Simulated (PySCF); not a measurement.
Cl3GeH3OSi. Atoms are numbered in the order given.

```xyz
9

Si    -2.6946     0.3483    -0.8070
O     -1.2781     0.7468     0.0041
Ge     0.2990     0.0392     0.1414
Cl     0.3740    -1.7364    -1.0415
Cl     1.7524     1.4226    -0.5545
Cl     0.6795    -0.4418     2.1748
H     -3.1899    -0.9816    -0.3494
H     -2.4494     0.3115    -2.2774
H     -3.6804     1.4102    -0.4734
```

Coordinates come from a PBE0-D3(BJ)/def2-SVP optimisation. Other conformers were not sampled.

All values below come from B3LYP/pcSseg-1 (PySCF).

GIAO shieldings, no solvent; atoms listed in one row are averaged. δ = σ(ref) − σ: ²⁹Si against TMS (σ = 338.7 ppm); ¹⁷O against H2O (σ = 333.8 ppm); ⁷³Ge against GeH4 (σ = 1631.8 ppm); ³⁵Cl against HCl (σ = 933.3 ppm); ¹H against TMS (σ = 31.68 ppm), references at their B3LYP-D3(BJ)/def2-TZVP geometries, non-relativistic (without spin–orbit terms, shifts of atoms bonded to Cl or Br come out too high).

Task: Estimate the chemical shifts. (An estimate is asked for; the answer gives what the named calculation found.)

Result: 
```tsv
nucleus	atoms	count	δ (ppm)
²⁹Si	Si1	1	-33.7
¹⁷O	O2	1	107.7
⁷³Ge	Ge3	1	419.9
³⁵Cl	Cl6	1	199.7
³⁵Cl	Cl5	1	199.5
³⁵Cl	Cl4	1	193.3
¹H	H7, H8, H9	3	5.25
```
